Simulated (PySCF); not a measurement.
2,3-dihydro-1,4-oxaselenine (C4H6OSe), SMILES O1C=C[Se]CC1.

The structure is a stationary point at B3LYP-D3(BJ)/def2-SVP. Other conformers were not sampled.

Vertical ionisation energy (IE) and electron affinity (EA) in eV. Rows of orbital energies are one-electron estimates. Where ΔSCF, EOM or ADC give a negative EA the extra electron is unbound and the value depends on the basis.

```
level                                           IE     EA
--------------------------------------------  ----  -----
−ε(HOMO), −ε(LUMO), M06-2X/def2-TZVP (PySCF)  6.80  -0.85
−ε(HOMO), −ε(LUMO), PBE/def2-TZVP (PySCF)      ___    ___
```

Problem. Fill in the missing entries. (An estimate is asked for; the answer gives what the named calculation found.)

Solution. 
- −ε(HOMO), −ε(LUMO), PBE/def2-TZVP (PySCF), IE: 4.60
- −ε(HOMO), −ε(LUMO), PBE/def2-TZVP (PySCF), EA: 0.84
